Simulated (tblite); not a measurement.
Species: C₇H₁₀F₃P.
Structure used (GFN2-xTB), in Å, numbered top down from 1:
```
atom  x, y, z in Å
C1    -0.1595    2.2536   -0.5153
P2    -0.7488    0.7384   -0.0293
C3    -2.4516   -0.0517   -0.0860
C4     0.2697   -0.5851   -0.6935
C5     1.5470   -0.3514   -0.9761
C6     2.4956   -1.3538   -1.5248
C7    -0.4783    0.7328    1.7883
F8    -0.2514    1.9191    2.3647
C9    -0.3621   -0.3744    2.5110
F10   -0.5691   -1.5792    1.9875
F11   -0.0792   -0.4719    3.8016
H12   -0.6969    3.0742   -0.0483
H13   -0.1384    2.3380   -1.5983
H14   -2.7336   -0.1479   -1.1355
H15   -3.1636    0.6139    0.4035
H16   -2.4847   -1.0307    0.3865
H17   -0.1896   -1.5545   -0.8370
H18    1.9354    0.6468   -0.8116
H19    2.0093   -2.3116   -1.6930
H20    2.9160   -0.9945   -2.4632
H21    3.3249   -1.4933   -0.8318
```

Computed with GFN2-xTB (tblite): harmonic, unscaled wavenumbers at the GFN2-xTB geometry, gas phase. Errors from tens to a few hundred cm⁻¹ against measured bands are possible. One conformer, not necessarily the lowest.

Harmonic wavenumbers (cm⁻¹): 34.9, 45.3, 99.6, 110.6, 134.5, 138.3, 170.1, 182.4, 198.9, 213.5, 225.0, 262.4, 264.7, 307.5, 353.4, 391.7, 409.3, 431.3, 453.5, 472.8, 627.9, 656.9, 687.7, 741.0, 766.0, 796.9, 822.1, 902.0, 975.7, 983.0, 990.0, 1017.9, 1031.7, 1110.2, 1165.1, 1189.0, 1196.6, 1262.3, 1305.0, 1377.6, 1392.9, 1427.5, 1437.7, 1463.7, 1470.1, 1667.8, 1726.8, 2981.6, 2987.3, 2990.0, 3002.4, 3004.8, 3013.4, 3020.3, 3037.1, 3040.5, 3052.3.

A = 1077, B = 705.4, C = 589.9 MHz; mass 182.047 u (most abundant isotopes); point group C1, symmetry number 1.

Problem. What is the zero-point energy?

Solution. Half the sum of the wavenumbers: 32610 cm⁻¹ = 390.10 kJ/mol.

Problem. Give the ideal-gas entropy at 200 K and 1 bar in the rigid-rotor, harmonic-oscillator model (classical rotation).

Solution. Translation 165.46, rotation 124.52, vibration 131.86: S = 421.8 J/(mol K).

Problem. And Cp and H(200 K) − H(0)?

Solution. Cp = 170.85 J/(mol K), of which vibrations give 137.59 (their classical limit is 57 R = 473.9); H(200 K) − H(0) = 21.05 kJ/mol without the zero-point energy, 14.40 from vibrations.

Problem. Which modes carry the vibrational entropy at 200 K?

Solution. 34.9 cm⁻¹: 19.83; 45.3 cm⁻¹: 17.67; 99.6 cm⁻¹: 11.26; 110.6 cm⁻¹: 10.43; 134.5 cm⁻¹: 8.91; 138.3 cm⁻¹: 8.69 J/(mol K); the other 51 give 55.07 together.

Problem. What must be added to the electronic energy to get the Gibbs energy at 200 K and 1 bar?

Solution. ZPE + [H(200 K) − H(0)] − T·S = 390.10 + 21.05 − 84.37 = 326.78 kJ/mol.

Hindered rotation and anharmonicity are outside this model. Other conformers, if any are populated, would add a mixing term that is left out. The structure is chiral; the term R ln 2 for an equal mix with its mirror image is left out.
